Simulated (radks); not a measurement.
The numbers below are computed, except where a source is named.
Initial-state core-level shifts of the cadmium ion Cd+ when its valence configuration changes from [Kr] 4d10 5s1. Level of theory: Dirac Kohn-Sham, PBE, spin-unpolarised, spherical densities, finite nucleus; open shells fill j = l - 1/2 first; Fermi nuclear charge, rms radius 4.6087 fm (a radial shooting solver on a logarithmic mesh with Libxc functionals). Shifts are changes of the shell-averaged eigenvalues in eV (positive: less bound); the change of the density at the nucleus, which sets a Mossbauer isomer shift, is in e/bohr^3, on a base of 1.595e+05.

valence,1s,2p,3p,4p,density at nucleus
4d9 5s2,-5.355,-5.664,-5.551,-4.808,+37.97
4d9.5 5s1.5,-2.625,-2.772,-2.723,-2.378,+17.98
4d9 5s1 5p1,-6.776,-7.050,-6.958,-6.225,+9.15
4d10 5p1,-1.482,-1.438,-1.461,-1.492,-26.60
4d9 5p2,-8.124,-8.364,-8.295,-7.570,-21.69
4d8.5 5s1.5 5p1,-9.577,-10.031,-9.858,-8.663,+30.00
4d10 5s0.5 5p0.5,-0.753,-0.731,-0.742,-0.758,-13.03
4d8 5p3,-15.241,-15.820,-15.591,-13.862,-15.90
4d9.5 5s1 5p0.5,-3.362,-3.489,-3.451,-3.116,+4.41
